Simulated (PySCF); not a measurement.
**Electron correlation in Br (bromine, neutral)**

[Ar] 3d10 4s1 4p5 4d1, one real determinant (an excited configuration). Computed with PySCF 2.14 in aug-cc-pVTZ-DK (7s6p4d2f, 59 functions), with scalar relativity by spin-free X2C-1e. Frozen: [Ar] 3d10; 7 electrons correlated.

MP2 pair energies summed by pair of shells (mhartree):

```json
{"pair": "4p-4p", "energy": "-118.01", "share (%)": "75.3"}
{"pair": "4p-4d", "energy": "-21.87", "share (%)": "14.0"}
{"pair": "4s-4p", "energy": "-16.11", "share (%)": "10.3"}
{"pair": "4s-4d", "energy": "-0.80", "share (%)": "0.5"}
```

Total MP2 correlation energy: -156.79 mhartree.

Same-spin part -32.98 and opposite-spin part -123.82 mhartree; SCS-MP2 scales them by 1/3 and 6/5 to -159.57 mhartree.

The reference is one real determinant that mixes LS terms of this configuration.
